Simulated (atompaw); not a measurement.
## Logarithmic derivatives: S (Z = 16), PAW (atompaw)

sulfur (S), PAW, made with atompaw 4.2.0.5 (PBE, scalar-relativistic). Core [He], reference 2s2 2p6 3s2 3p4. Waves: 2s (bound): rc 0.45 bohr; 3s (bound): rc 0.85 bohr; 2p (bound): rc 0.60 bohr; 3p (bound): rc 0.85 bohr. Local part: troulliermartins scheme with l = 2 at -0.5 Ry, radius 0.80 bohr. Core correction: smooth core density matched at 0.80 bohr. Augmentation charge: sinc compensation charge, radius 0.80 bohr; PAW radius 0.85 bohr; waves and projectors: custom rrkj gramschmidtortho.

The phase is arctan(r·u′/u) with u = r·R(r), unwrapped; energies in Ry, scanned from -18 to 5 Ry. A pole is an energy at which the radial function vanishes at the test radius. The pseudo phase is shifted by a multiple of π to meet the all-electron one at the reference energy, and phase errors are pseudo minus all-electron; the curves can meet again beyond the range given. Levels narrower than the energy grid can be missing from the lists of poles.

Problem. For each channel, where are the poles, and over which energies does the pseudopotential scatter like the atom?

Solution.

```
channel  radius (bohr)  reference energy (Ry)  poles, all-electron  poles, pseudo  unbroken range about the reference energy with phases within 0.05 rad  phase error 1 Ry above the reference energy (rad)
      s           0.85                  -1.27               -13.05         -13.05                                                        the whole range                                             +0.000
      p           0.85                  -0.52                -9.52          -9.51                                                        the whole range                                             +0.000
```

Phases in the s channel:

```json
{"E (Ry)": "-18.00", "all-electron": "0.440", "pseudo": "0.440"}
{"E (Ry)": "-17.52", "all-electron": "0.114", "pseudo": "0.114"}
{"E (Ry)": "-17.04", "all-electron": "-0.307", "pseudo": "-0.307"}
{"E (Ry)": "-16.56", "all-electron": "-0.708", "pseudo": "-0.708"}
{"E (Ry)": "-16.08", "all-electron": "-0.998", "pseudo": "-0.998"}
{"E (Ry)": "-15.60", "all-electron": "-1.189", "pseudo": "-1.189"}
{"E (Ry)": "-15.12", "all-electron": "-1.316", "pseudo": "-1.317"}
{"E (Ry)": "-14.64", "all-electron": "-1.405", "pseudo": "-1.406"}
{"E (Ry)": "-14.16", "all-electron": "-1.471", "pseudo": "-1.471"}
{"E (Ry)": "-13.68", "all-electron": "-1.521", "pseudo": "-1.521"}
{"E (Ry)": "-13.20", "all-electron": "-1.560", "pseudo": "-1.560"}
{"E (Ry)": "-12.72", "all-electron": "-1.593", "pseudo": "-1.593"}
{"E (Ry)": "-12.24", "all-electron": "-1.620", "pseudo": "-1.620"}
{"E (Ry)": "-11.76", "all-electron": "-1.643", "pseudo": "-1.643"}
{"E (Ry)": "-11.28", "all-electron": "-1.663", "pseudo": "-1.663"}
{"E (Ry)": "-10.80", "all-electron": "-1.681", "pseudo": "-1.681"}
{"E (Ry)": "-10.32", "all-electron": "-1.698", "pseudo": "-1.698"}
{"E (Ry)": "-9.84", "all-electron": "-1.712", "pseudo": "-1.712"}
{"E (Ry)": "-9.36", "all-electron": "-1.726", "pseudo": "-1.726"}
{"E (Ry)": "-8.88", "all-electron": "-1.739", "pseudo": "-1.739"}
{"E (Ry)": "-8.40", "all-electron": "-1.751", "pseudo": "-1.752"}
{"E (Ry)": "-7.92", "all-electron": "-1.763", "pseudo": "-1.763"}
{"E (Ry)": "-7.44", "all-electron": "-1.775", "pseudo": "-1.775"}
{"E (Ry)": "-6.96", "all-electron": "-1.786", "pseudo": "-1.786"}
{"E (Ry)": "-6.48", "all-electron": "-1.796", "pseudo": "-1.797"}
{"E (Ry)": "-6.00", "all-electron": "-1.807", "pseudo": "-1.807"}
{"E (Ry)": "-5.52", "all-electron": "-1.818", "pseudo": "-1.818"}
{"E (Ry)": "-5.04", "all-electron": "-1.829", "pseudo": "-1.829"}
{"E (Ry)": "-4.56", "all-electron": "-1.840", "pseudo": "-1.840"}
{"E (Ry)": "-4.08", "all-electron": "-1.851", "pseudo": "-1.851"}
{"E (Ry)": "-3.60", "all-electron": "-1.862", "pseudo": "-1.862"}
{"E (Ry)": "-3.12", "all-electron": "-1.874", "pseudo": "-1.874"}
{"E (Ry)": "-2.64", "all-electron": "-1.885", "pseudo": "-1.885"}
{"E (Ry)": "-2.16", "all-electron": "-1.898", "pseudo": "-1.898"}
{"E (Ry)": "-1.68", "all-electron": "-1.911", "pseudo": "-1.911"}
{"E (Ry)": "-1.20", "all-electron": "-1.924", "pseudo": "-1.924"}
{"E (Ry)": "-0.72", "all-electron": "-1.938", "pseudo": "-1.938"}
{"E (Ry)": "-0.24", "all-electron": "-1.953", "pseudo": "-1.953"}
{"E (Ry)": "0.24", "all-electron": "-1.969", "pseudo": "-1.969"}
{"E (Ry)": "0.72", "all-electron": "-1.986", "pseudo": "-1.986"}
{"E (Ry)": "1.20", "all-electron": "-2.003", "pseudo": "-2.003"}
{"E (Ry)": "1.68", "all-electron": "-2.023", "pseudo": "-2.023"}
{"E (Ry)": "2.16", "all-electron": "-2.043", "pseudo": "-2.043"}
{"E (Ry)": "2.64", "all-electron": "-2.066", "pseudo": "-2.066"}
{"E (Ry)": "3.12", "all-electron": "-2.090", "pseudo": "-2.090"}
{"E (Ry)": "3.60", "all-electron": "-2.116", "pseudo": "-2.116"}
{"E (Ry)": "4.08", "all-electron": "-2.145", "pseudo": "-2.145"}
{"E (Ry)": "4.56", "all-electron": "-2.177", "pseudo": "-2.177"}
```
